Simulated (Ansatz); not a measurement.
`NB(O)CF` + `FC(Cl)Br` → `NB(O)Cl` + `FCC(F)Br`  (formal exchange of groups at a B–C bond)

Computed with Ansatz on PBE0-D4/def2-TZVP structures; ΔE is electronic, products minus reactants. CBS: MP2 limit from def2 TZ/QZ plus the TZ coupled-cluster correction, frozen cores. Functionals use def2-TZVPP. For Br outer-core shells are correlated without core-valence functions, which leaves a few kJ/mol of doubt a bond. Scalar relativity is left out up to krypton. One conformer a species, not always the lowest.

`NB(O)CF`:

Z-matrix (Å, degrees):
```
C
F 1 1.397
B 1 1.583 2 111.5
H 1 1.096 2 107.7 3 -122.5
H 1 1.096 2 107.7 3 122.4
O 3 1.372 1 115.9 2 -179.9
N 3 1.399 1 119.2 2 0.1
H 6 0.959 3 114.7 1 -180.0
H 7 1.004 3 125.6 1 -180.0
H 7 1.005 3 119.9 1 -0.0
```

`FC(Cl)Br`:

Z-matrix (Å, degrees):
```
C
F 1 1.339
Br 1 1.934 2 109.3
Cl 1 1.753 2 109.8 3 -123.0
H 1 1.087 2 109.9 3 117.4
```

`NB(O)Cl`:

Cartesian coordinates in Å:
```
N 0.823 -0.714 -0.191
B -0.200 0.223 -0.063
O -0.878 0.356 1.109
Cl -0.620 1.255 -1.462
H 1.344 -0.840 -1.038
H 1.089 -1.312 0.572
H -1.558 1.031 1.073
```

`FCC(F)Br`:

Z-matrix (Å, degrees):
```
C
C 1 1.510
F 1 1.369 2 109.8
H 1 1.093 2 110.5 3 -121.0
H 1 1.095 2 108.2 3 118.7
Br 2 1.938 1 111.4 3 66.2
F 2 1.357 1 108.2 3 -173.3
H 2 1.090 1 112.4 3 -52.4
```

**Question.** Is it downhill or uphill in electronic energy at CCSD(T)/CBS, and by how much? (Best estimate.)

**Answer.** Ansatz gave: Downhill: ΔE = -137.2 kJ/mol.

**Question.** What do these levels give: r2SCAN-D4, ωB97X-V, HF/def2-TZVPP, MP2/def2-TZVPP, CCSD(T)/def2-TZVPP, MP2/def2-QZVPP? (Best estimate.)

**Answer.** Ansatz gave: r2SCAN-D4 -136.5, ωB97X-V -136.0, HF/def2-TZVPP -152.1, MP2/def2-TZVPP -142.7, CCSD(T)/def2-TZVPP -139.5, MP2/def2-QZVPP -141.1 kJ/mol.

Largest T1 diagnostic among the species: 0.011.

In def2-TZVPP, CCSD(T) changes the Hartree–Fock value by +12.6 kJ/mol (the triples alone add +2.0 kJ/mol) and MP2 by +9.4 kJ/mol. From PBE to PBE0 (25 % exact exchange), in def2-TZVPP and without D4, ΔE moves by −8.9 kJ/mol.
